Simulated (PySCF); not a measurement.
Ligands exchanged one at a time, Ga F-OH. Isolated molecules, 0 K electronic values unless said otherwise. One relaxed conformer stands for each flexible species; it need not be the lowest. Strings in code marks are SMILES.

The HOMO–LUMO gap from two functionals at the same geometries (PBE0-D4/def2-TZVP), both in PySCF: PBE-D3(BJ)/def2-TZVP and B3LYP-D3(BJ)/def2-TZVP. B3LYP has the VWN-RPA correlation part, as in Gaussian. 

```
species                                                               B3LYP-D3(BJ)/def2-TZVP (eV)
--------------------------------------------------------------------  ---------------------------
0 of 3 F replaced by OH                                                                      8.68
1 of 3 F replaced by OH (`[OH][Ga]([F])[F]` (H–O–Ga–F torsion 180°))                         7.52
2 of 3 F replaced by OH                                                                      7.37
3 of 3 F replaced by OH (`[OH][Ga]([OH])[OH]`)                                               7.40
```

Problem. What does PBE-D3(BJ)/def2-TZVP give for each?

Solution. 
- 0 of 3 F replaced by OH: 6.29
- 1 of 3 F replaced by OH (`[OH][Ga]([F])[F]` (H–O–Ga–F torsion 180°)): 5.45
- 2 of 3 F replaced by OH: 5.33
- 3 of 3 F replaced by OH (`[OH][Ga]([OH])[OH]`): 5.38
Over these rows, drawn at random from the members with no instability flagged (it was tested for open shells, ions and some series alone), PBE minus B3LYP-D3(BJ): mean -2.13 eV, from -2.39 eV to -2.02 eV.
